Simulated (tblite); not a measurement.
Species: CH₇AsSSi.
Numbering: `[CH3:1][S:2][SiH2:3][AsH2:4]` (hydrogens: H5, H6, H7 on C1; H8, H9 on Si3; H10, H11 on As4)

Computed with GFN2-xTB (tblite), gas phase: L-BFGS steps from a force-field or distance-geometry start until the largest atomic force falls under 0.01 eV/Å.

Geometry at step 2:
```
atom  x, y, z in Å
C1     -2.3189    0.2168   -0.0694
S2     -0.8494    0.0542    1.0617
Si3     0.8419   -0.8245   -0.0597
As4     2.5922    0.6800    0.3593
H5     -2.1347    0.9848   -0.8022
H6     -2.5053   -0.7080   -0.5000
H7     -3.1177    0.5190    0.5905
H8      1.1476   -2.0520    0.7190
H9      0.4896   -1.1215   -1.4162
H10     3.7612    0.2365   -0.6065
H11     2.0989    2.0172   -0.2626
```

**Question.** Give the atomic forces at this geometry.

**Answer.** 
```json
{"atom": "C1", "Fx (eV/Å)": "0.994", "Fy (eV/Å)": "1.142", "Fz (eV/Å)": "1.113"}
{"atom": "S2", "Fx (eV/Å)": "-0.015", "Fy (eV/Å)": "-0.095", "Fz (eV/Å)": "-0.550"}
{"atom": "Si3", "Fx (eV/Å)": "0.248", "Fy (eV/Å)": "0.491", "Fz (eV/Å)": "0.798"}
{"atom": "As4", "Fx (eV/Å)": "0.363", "Fy (eV/Å)": "0.151", "Fz (eV/Å)": "0.712"}
{"atom": "H5", "Fx (eV/Å)": "0.114", "Fy (eV/Å)": "0.153", "Fz (eV/Å)": "-0.175"}
{"atom": "H6", "Fx (eV/Å)": "-0.354", "Fy (eV/Å)": "-1.509", "Fz (eV/Å)": "-0.755"}
{"atom": "H7", "Fx (eV/Å)": "-0.182", "Fy (eV/Å)": "0.026", "Fz (eV/Å)": "0.062"}
{"atom": "H8", "Fx (eV/Å)": "-0.134", "Fy (eV/Å)": "0.229", "Fz (eV/Å)": "-0.283"}
{"atom": "H9", "Fx (eV/Å)": "-0.368", "Fy (eV/Å)": "-0.175", "Fz (eV/Å)": "-0.515"}
{"atom": "H10", "Fx (eV/Å)": "-0.966", "Fy (eV/Å)": "0.405", "Fz (eV/Å)": "-0.059"}
{"atom": "H11", "Fx (eV/Å)": "0.301", "Fy (eV/Å)": "-0.819", "Fz (eV/Å)": "-0.348"}
```

The largest, 1.88 eV/Å, acts on C1; the rms over all components is 0.580 eV/Å. The forces sum to zero within rounding, as they must for an isolated molecule in no field.

**Question.** Give the force on C1 in Eh/bohr and in nN.

**Answer.** 1.879 eV/Å ÷ 51.422 = 0.03654 Eh/bohr, and 1.879 eV/Å × 1.602 = 3.01 nN.

**Question.** How far is this geometry from the end of the optimisation?

**Answer.** 0.588 eV above it, and 0.761 Å rms away after alignment. The bonds farthest from their final lengths, with half the difference of the two atoms' forces along the bond (positive lengthens):

| bond | now (Å) | final (Å) | force along bond (eV/Å) |
| --- | --- | --- | --- |
| As4–H10 | 1.580 | 1.504 | -0.29 |
| S2–Si3 | 2.211 | 2.147 | -0.36 |
| As4–H11 | 1.555 | 1.499 | -0.20 |
| C1–S2 | 1.862 | 1.813 | -0.85 |
| C1–H6 | 1.037 | 1.085 | +1.69 |
| Si3–H9 | 1.433 | 1.471 | +0.77 |

The angle farthest from its final value is Si3–As4–H10, 105.2° against 89.6°.

Of the 6 listed bonds off by 0.010 Å or more, this force points towards the final length in 6.

What follows is the cost of the whole relaxation. Hardware: an Intel Xeon Platinum 8375C at 2.90 GHz with one thread, on a shared host. Cost: 0.52 s of wall time.
